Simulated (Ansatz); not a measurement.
Consider the formal hydrolysis of the Si–Br bond: `ClC[SiH2]Br` + H₂O → `O[SiH2]CCl` + HBr.

Computed with Ansatz on PBE0-D4/def2-TZVP structures; ΔE is electronic, products minus reactants. CCSD(T)/CBS adds triple-zeta CCSD(T) − MP2 to the extrapolated MP2 energy (def2 sets, frozen cores). This one scheme is used for every species. DFT in def2-TZVPP. B3LYP here is the variant with VWN-RPA as its local correlation; programs differ in this. For Br outer-core shells are correlated without core-valence functions, which leaves a few kJ/mol of doubt a bond. Scalar relativity is left out up to krypton. Each species was taken in one conformer, which may not be the lowest.

```tsv
level	ΔE (kJ/mol)	difference from CCSD(T)/CBS
PBE-D4	4.0	1.8
r2SCAN-D4	-3.5	-5.7
PBE0-D4	4.6	2.4
B3LYP-D4	-4.9	-7.1
ωB97X-V	-3.7	-5.9
ωB97M-V	-3.2	-5.4
B2PLYP	-7.1	-9.3
PBE	1.6	-0.6
r2SCAN	-4.0	-6.2
PBE0	2.3	0.1
B3LYP	-9.1	-11.3
HF/def2-TZVPP	-11.4	-13.6
MP2/def2-TZVPP	0.3	-1.9
SCS-MP2/def2-TZVPP	-4.7	-6.9
CCSD/def2-TZVPP	-6.2	-8.4
CCSD(T)/def2-TZVPP	-5.1	-7.3
HF/def2-QZVPP	-12.1	-14.3
MP2/def2-QZVPP	4.2	2.0
SCS-MP2/def2-QZVPP	-1.1	-3.3
HF/CBS(def2)	-12.2	-14.4
MP2/CBS(def2)	7.6	5.4
CCSD/CBS(def2)	1.1	-1.1
CCSD(T)/CBS	2.2	0
```

Largest T1 diagnostic among the species: 0.010.

In def2-TZVPP, CCSD(T) changes the Hartree–Fock value by +6.4 kJ/mol (the triples alone add +1.2 kJ/mol) and MP2 by +11.7 kJ/mol. The D4 term adds +4.2 kJ/mol with B3LYP and +2.3 kJ/mol with PBE0; it sums over pairs of atoms, weighted by their polarisabilities, and B3LYP, whose exchange is more repulsive, gets the larger term.
